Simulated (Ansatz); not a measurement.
Geometry optimisation, RKS PBE0-D4/def2-SVP (Ansatz).

input.yaml

```yaml
crystal:
  periodic: [false, false, false]
  atoms:
    - { symbol: B, position_ang: [-0.02733, -0.544832, -0.526843] }
    - { symbol: "N", position_ang: [-0.015914, -0.057409, 2.177508] }
    - { symbol: H, position_ang: [-0.628276, -0.092917, 2.989824] }
    - { symbol: H, position_ang: [0.819279, 0.45683, 2.451678] }
    - { symbol: Cl, position_ang: [1.440391, 0.426888, -0.777649] }
    - { symbol: "N", position_ang: [-1.255254, -0.118063, -1.020508] }
    - { symbol: H, position_ang: [-2.102615, -0.644776, -0.860448] }
    - { symbol: H, position_ang: [-1.387295, 0.807346, -1.400325] }
    - { symbol: F, position_ang: [0.117549, -1.760009, -0.006863] }
    - { symbol: H, position_ang: [0.286265, -1.029159, 1.982326] }
basis:
  gaussian: { orbitals: def2-SVP }
hamiltonian:
  xc: pbe0
  dispersion: d4
relax:
  f_tol: 0.03
  max_steps: 50
```

Command:

```bash
$ ansatz run input.yaml --threads 2 --pin off --max-ram 3072MiB --backend cpu --events-out ev --progress --plain --runs-dir out
```

**Question.** Where does it end, and by what steps?

**Answer.** It converged. After 19 steps the energy has fallen by 0.452 eV; H3 moved furthest, 0.97 Å. Joined: B1–N2 (2.75 → 1.67 Å).

```json
{"step": "0", "energy less start (eV)": "0.0000", "largest force component (eV/Å)": "0.727", "accepted": "yes"}
{"step": "1", "energy less start (eV)": "-0.0213", "largest force component (eV/Å)": "0.893", "accepted": "yes"}
{"step": "2", "energy less start (eV)": "-0.0295", "largest force component (eV/Å)": "1.001", "accepted": "yes"}
{"step": "3", "energy less start (eV)": "-0.0461", "largest force component (eV/Å)": "0.871", "accepted": "yes"}
{"step": "4", "energy less start (eV)": "-0.0664", "largest force component (eV/Å)": "0.700", "accepted": "yes"}
{"step": "5", "energy less start (eV)": "-0.0971", "largest force component (eV/Å)": "0.607", "accepted": "yes"}
{"step": "6", "energy less start (eV)": "-0.1645", "largest force component (eV/Å)": "0.512", "accepted": "yes"}
{"step": "7", "energy less start (eV)": "-0.2734", "largest force component (eV/Å)": "0.649", "accepted": "yes"}
{"step": "8", "energy less start (eV)": "-0.1411", "largest force component (eV/Å)": "2.739", "accepted": "no"}
{"step": "9", "energy less start (eV)": "-0.3310", "largest force component (eV/Å)": "0.488", "accepted": "yes"}
{"step": "10", "energy less start (eV)": "-0.3545", "largest force component (eV/Å)": "1.284", "accepted": "yes"}
{"step": "11", "energy less start (eV)": "-0.3943", "largest force component (eV/Å)": "0.778", "accepted": "yes"}
{"step": "12", "energy less start (eV)": "-0.4303", "largest force component (eV/Å)": "0.154", "accepted": "yes"}
{"step": "13", "energy less start (eV)": "-0.4330", "largest force component (eV/Å)": "0.345", "accepted": "yes"}
{"step": "14", "energy less start (eV)": "-0.4415", "largest force component (eV/Å)": "0.111", "accepted": "yes"}
{"step": "15", "energy less start (eV)": "-0.4445", "largest force component (eV/Å)": "0.129", "accepted": "yes"}
{"step": "16", "energy less start (eV)": "-0.4491", "largest force component (eV/Å)": "0.116", "accepted": "yes"}
{"step": "17", "energy less start (eV)": "-0.4506", "largest force component (eV/Å)": "0.104", "accepted": "yes"}
{"step": "18", "energy less start (eV)": "-0.4513", "largest force component (eV/Å)": "0.037", "accepted": "yes"}
{"step": "19", "energy less start (eV)": "-0.4517", "largest force component (eV/Å)": "0.028", "accepted": "yes"}
```

```xyz
10
Properties=species:S:1:pos:R:3
B -0.083 -0.542 0.059
N 0.059 -0.263 1.700
H -0.793 -0.582 2.166
H 0.161 0.739 1.863
Cl 1.529 0.178 -0.575
N -1.291 0.151 -0.408
H -1.964 -0.485 -0.825
H -1.121 0.909 -1.058
F -0.121 -1.918 -0.004
H 0.870 -0.745 2.091
```

Whether the end is a true minimum wasn't checked by a vibrational analysis.

The run took 28 s on 2 threads of Intel(R) Xeon(R) 6975P-C (Granite Rapids), on a shared host, peak memory 0.22 GiB.
